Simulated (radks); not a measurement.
Q: Coherent X-ray form factor from a spherical all-electron density. Method: scalar-relativistic Kohn-Sham, PBE, spin-polarised, spherical densities, finite nucleus; Fermi nuclear charge, rms radius of each element as measured or else 0.836 A^(1/3) + 0.57 fm; computed with a radial shooting solver on a logarithmic mesh with Libxc functionals.

sin(theta)/lambda (1/angstrom),f0 (electrons)
0.05,73.060
0.1,70.552
0.15,67.148
0.2,63.437
0.25,59.752
0.3,56.231
0.4,49.836
0.5,44.323
0.6,39.598
0.8,31.957
1,26.137
1.25,20.988
1.5,17.710
2,13.992

The species is in the configuration that NIST lists as its ground one. Which atom or ion scatters so?

A: The rhenium ion Re+, [Xe] 4f14 5d5 6s1. Extrapolating in s^2 from the first two rows gives f0(0) = 73.9, near the electron count 74; among species with that count, the fall with angle is slower the higher Z, and the table is that of Z = 75; from so few rows the species is fixed only to a neighbour or two.
